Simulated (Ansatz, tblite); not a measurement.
Removing and adding an electron: PbO₄. The state is a singlet with charge 0. Geometry: PBE-D4/def2-SVP. Ansatz, gas phase; energy differences of separate SCF runs; the oxidised species was run as a doublet alone; the reduced species was run as a doublet alone.

```csv
atom,x (Å),y (Å),z (Å)
Pb1,0.4065,0.7871,-1.5377
O2,1.0836,-0.8945,-0.3243
O3,-1.0230,1.0120,0.0947
O4,-0.1027,-1.0440,0.6154
O5,-0.3644,0.1394,1.1519
```

In the def2 sets Pb takes a core potential; there is no spin–orbit coupling. The xTB rows come from tblite. Correlated methods freeze 8 core orbitals; core or outer-core shells of Pb are correlated, in sets that lack core-valence functions. In CCSD on the charge 1 doublet the largest single amplitude is 0.29, so its Hartree–Fock determinant may place the open shell otherwise than the density functionals do. The structure holds 3 bonds between oxygen atoms, so isomers without such links may lie far lower. The structure comes from a short search, and lower isomers may exist.

(1) Estimate orbital energies and vertical ionisation energies and electron affinities at: GFN1-xTB; GFN2-xTB; PBE-D4/def2-TZVP; PBE-D4/def2-TZVPD; r2SCAN-D4/def2-TZVP; r2SCAN-D4/def2-TZVPD; PBE0-D4/def2-TZVP; PBE0-D4/def2-TZVPD; CCSD/def2-TZVPP; CCSD(T)/def2-TZVPP.

Answers

(1) 
```csv
level,−HOMO (eV),vertical IE (eV),−LUMO (eV),vertical EA (eV),HOMO–LUMO gap (eV),IE − EA (eV),remarks
GFN1-xTB,11.75,15.79,8.91,4.74,2.84,11.05,–
GFN2-xTB,11.24,14.85,8.65,5.13,2.58,9.71,–
PBE-D4/def2-TZVP,5.72,9.02,3.54,–,2.18,–,–
PBE-D4/def2-TZVPD,5.82,–,3.60,1.08,2.22,–,HOMO above zero (-1 doublet)
r2SCAN-D4/def2-TZVP,5.99,9.13,3.43,–,2.56,–,–
r2SCAN-D4/def2-TZVPD,6.05,–,3.46,1.23,2.59,–,HOMO above zero (-1 doublet)
PBE0-D4/def2-TZVP,7.19,9.32,2.97,–,4.23,–,–
PBE0-D4/def2-TZVPD,7.26,–,3.01,1.25,4.25,–,HOMO above zero (-1 doublet)
CCSD/def2-TZVPP,–,9.55,–,–,–,–,"large T1 (0.029) (singlet), large T1 (0.080) (+1 doublet), restricted SCF unstable (singlet), spin-contaminated (⟨S²⟩ 0.96) (+1 doublet)"
CCSD(T)/def2-TZVPP,–,9.41,–,–,–,–,"large T1 (0.029) (singlet), large T1 (0.080) (+1 doublet), restricted SCF unstable (singlet), spin-contaminated (⟨S²⟩ 0.96) (+1 doublet)"
```

Relaxing the oxidised species (PBE-D4/def2-SVP) changes its energy by -1.47 eV at PBE-D4/def2-TZVP, so the adiabatic ionisation energy to this nearest minimum is 7.54 eV. On the way the bond O4–O5 breaks. At PBE0-D4/def2-TZVP it is 7.99 eV.  Run but left out: HF/def2-TZVPP (singlet: restricted singlet, unstable towards broken spin symmetry); MP2/def2-TZVPP (charge +1 doublet: ⟨S²⟩ 0.96, where a pure state has 0.75).   A HOMO above zero means that the electron is unbound at that level or that self-interaction error raises the level; the energy of removing that electron tells which. Raw xTB energy differences between charge states are shifted by several eV; the methods need an empirical correction for them.
